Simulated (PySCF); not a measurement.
AlH3, SMILES [AlH3].

Geometry optimised at B3LYP-D3(BJ)/def2-TZVPD. The isomer is the one that the SMILES or the coordinates give; other isomers of the formula were not compared.

All values below come from PySCF 2.14.0 with TDDFT-CAM-B3LYP/def2-TZVPD.

Vertical excitations; the highest root listed may be one member of a degenerate set. Gas-phase values at a fixed geometry. State labels are in the subgroup C2v.

Computed excitation energies, oscillator strengths and character:
```csv
state,symmetry,energy (eV),λ (nm),f,main pairs
S1,B2,5.37,231,0.000,HOMO→LUMO (degenerate set)
S2,A2,5.37,231,0.000,HOMO−1→LUMO (degenerate set)
S3,B1,8.15,152,0.173,HOMO−1→LUMO+1 (degenerate set)
S4,A1,8.16,152,0.173,HOMO→LUMO+1 (degenerate set)
S5,B1,8.21,151,0.000,"HOMO→LUMO+4 48 %, HOMO−1→LUMO+3 48 %"
S6,B1,8.53,145,0.001,"HOMO−1→LUMO+2, HOMO−1→LUMO+1 (degenerate set)"
S7,A1,8.53,145,0.001,"HOMO→LUMO+2, HOMO→LUMO+1 (degenerate set)"
S8,A1,8.97,138,0.000,"HOMO→LUMO+3 48 %, HOMO−1→LUMO+4 48 %"
S9,A1,9.27,134,0.707,"HOMO−1→LUMO+4, HOMO→LUMO+3, HOMO→LUMO+2 (degenerate set)"
S10,B1,9.27,134,0.707,"HOMO−1→LUMO+3, HOMO→LUMO+4, HOMO−1→LUMO+2 (degenerate set)"
T1,A2,4.88,254,0,HOMO−1→LUMO (degenerate set)
T2,B2,4.88,254,0,HOMO→LUMO (degenerate set)
T3,B1,7.27,171,0,"HOMO−1→LUMO+2, HOMO−1→LUMO+9 (degenerate set)"
T4,A1,7.27,171,0,"HOMO→LUMO+2, HOMO→LUMO+9 (degenerate set)"
```
Triplets are in the Tamm–Dancoff approximation, which puts them higher than full response would, so one can lie above its singlet here.
